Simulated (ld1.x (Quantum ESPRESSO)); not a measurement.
## Reading a pseudo-wave (Ti)

Columns: radius, all-electron u(r) and pseudo u(r) of the 3d shell (level -4.26 eV) of titanium in the configuration [Ar] 3d2 4s2 4p0; PBE, scalar-relativistic, TM scheme, ld1.x (Quantum ESPRESSO) 7.5.

| r (bohr) | all-electron | pseudo |
| --- | --- | --- |
| 0.160 | 0.0898 | 0.0150 |
| 0.320 | 0.3147 | 0.1073 |
| 0.480 | 0.5241 | 0.2986 |
| 0.640 | 0.6673 | 0.5380 |
| 0.800 | 0.7442 | 0.7395 |
| 0.960 | 0.7687 | 0.8442 |
| 1.120 | 0.7585 | 0.8506 |
| 1.280 | 0.7280 | 0.7964 |
| 1.440 | 0.6868 | 0.7224 |
| 1.600 | 0.6409 | 0.6534 |
| 1.760 | 0.5942 | 0.5965 |
| 1.920 | 0.5486 | 0.5487 |
| 2.080 | 0.5053 | 0.5053 |
| 2.240 | 0.4650 | 0.4650 |
| 2.400 | 0.4277 | 0.4277 |
| 2.560 | 0.3934 | 0.3934 |
| 2.720 | 0.3618 | 0.3618 |
| 2.880 | 0.3327 | 0.3327 |
| 3.040 | 0.3059 | 0.3059 |
| 3.200 | 0.2811 | 0.2811 |
| 3.360 | 0.2581 | 0.2581 |
| 3.520 | 0.2369 | 0.2369 |
| 3.680 | 0.2173 | 0.2173 |
| 3.840 | 0.1992 | 0.1992 |
| 4.000 | 0.1825 | 0.1825 |
| 4.160 | 0.1671 | 0.1671 |

Question: How many radial nodes do the two functions have?

Answer: The all-electron 3d function has n − l − 1 = 0; the pseudo-wave has 0.

Question: At about which radius was the pseudo-wave matched?

Answer: 2.10 bohr. The columns agree to 0.0005 from 1.92 bohr on; several derivatives are matched, so the curves merge somewhat inside the radius.

Question: Is the pseudo-wave norm-conserving?

Answer: Yes: the TM scheme keeps the norm inside the radius equal to the all-electron one, which fixes the energy derivative of the logarithmic derivative at the level.
